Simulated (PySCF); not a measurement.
**Trend along the chalcogens: MAl anions**

CCSD(T) with double-zeta basis sets in PySCF, for the lowest determinant that a PBE0 search found; no spin–orbit coupling. De refers to high-spin ground-configuration atoms (the charge goes to the atom of lower measured ionisation energy or higher electron affinity, which is not always the lowest computed limit).

```tsv
M	basis	reference, frozen orbitals	charged atom	state (unpaired electrons)	Re (Å)	ωe (cm⁻¹)	De (eV)
O	aug-cc-pV(D+d)Z/aug-cc-pVDZ	RHF, 6	O−	singlet (closed shell)	1.669	911	n/a
S	def2-SVPD	RHF, 10	S−	singlet (closed shell)	2.125	559	n/a
Se	aug-cc-pVDZ-DK	RHF, 14	Se−	singlet (closed shell)	2.274	424	n/a
Te	def2-SVPD	RHF, 9	Te−	singlet (closed shell)	2.482	363	n/a
```

The shortest bond is that of AlO⁻ (1.669 Å), the longest that of AlTe⁻ (2.482 Å).

The rows differ in basis set, which adds steps of its own.

Down a group the atoms grow and get heavier, so bonds lengthen and wavenumbers fall; this series shows no clear exception.

Correlated steps freeze the inner cores (6 to 14 orbitals); shallow outer-core shells are correlated. These are scalar-relativistic numbers at best; spin–orbit coupling would shift them, the dissociation energy most. The CCSD T1 diagnostic is raised in AlO⁻, AlS⁻, a sign that a single reference may not be enough there.
